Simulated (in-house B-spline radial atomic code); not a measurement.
Ionising Ru3+ with different functionals

Computed with a B-spline radial code for spherical atoms: four-component Dirac-Coulomb Hamiltonian, Fermi nucleus of rms radius 4.4809 fm, spin-restricted, spherical fractional occupations for the functionals, and exact exchange of hybrids averaged over the configuration. The ionisation energy is the difference of two self-consistent energies, [Kr] 4d5 → [Kr] 4d4, without Breit or QED terms; ε is the level of the shell that loses the electron (mean over j). The electron is taken from both j subshells in proportion to 2j + 1, so the result is a j average, not the step between ground levels.

| method | rung | ΔSCF (eV) | -ε(4d) (eV) |
| --- | --- | --- | --- |
| B3LYP | global hybrid | 44.49 | 38.98 |
| B97-1 | global hybrid | 44.38 | 38.94 |
| HSE06 | range-separated hybrid | 44.41 | 38.89 |
| wB97X | range-separated hybrid | 44.27 | 41.82 |

**Question.** Among the functionals, which spreads more, the ΔSCF values or the orbital energies?

**Answer.** The orbital energies: ΔSCF values span about 0.23 eV and the orbital energies 2.93 eV; here energy differences depend much less on the functional than eigenvalues do.

**Question.** How do they compare with the NIST value?

**Answer.** NIST lists 45 eV ± 1.7 (tabulated theory, ground level to ground level). Errors run from -0.73 to -0.51 eV; all lie within about twice that uncertainty, so the table can't rank the methods.
